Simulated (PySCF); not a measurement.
A GIAO shielding run with PySCF 2.14 (density fitting, non-relativistic, gas phase) on `CCCCCC(F)(F)F`, C6H11F3:

```
$ OMP_NUM_THREADS=1 python probes_run.py task.json out

{"job": {"kind": "nmr", "xc": "PBE0", "basis": "pcSseg-1"}, "charge": 0, "multiplicity": 1}
C     -3.217093    -0.063438    -0.247594
C     -1.832314    -0.686625    -0.313364
C     -0.706279     0.317269    -0.108061
C      0.677462    -0.313257    -0.150068
C      1.794867     0.697615     0.052633
C      3.167170     0.080396     0.059206
F      3.306348    -0.812899     1.047611
F      3.430574    -0.558912    -1.087433
F      4.117265     1.007115     0.224842
H     -4.006914    -0.813929    -0.401564
H     -3.395899     0.411383     0.730659
H     -3.343025     0.714592    -1.017788
H     -1.746404    -1.484040     0.445760
H     -1.695059    -1.187525    -1.287853
H     -0.774200     1.106669    -0.878767
H     -0.846758     0.832065     0.859874
H      0.823924    -0.824128    -1.116259
H      0.752909    -1.094473     0.624834
H      1.790154     1.458681    -0.743344
H      1.677290     1.230452     1.009299
```

Hardware: 1 thread of an AMD EPYC 9R45 96-Core, shared host. The job also computes population analyses, field gradients.

**Question.** How large is the calculation?

**Answer.** 74 electrons, 208 basis functions and 1075 auxiliary functions.

**Question.** How long does it take, and how much memory does it need?

**Answer.** 24 s of wall time, with 12 SCF cycles and 4 response iterations; peak memory 0.96 GiB. Times on a shared host scatter by some tens of per cent.

**Question.** And these other runs on the same molecule and hardware: GIAO shielding at wB97X-D/pcSseg-1?

**Answer.** wB97X-D/pcSseg-1: 208 functions, 25 s.
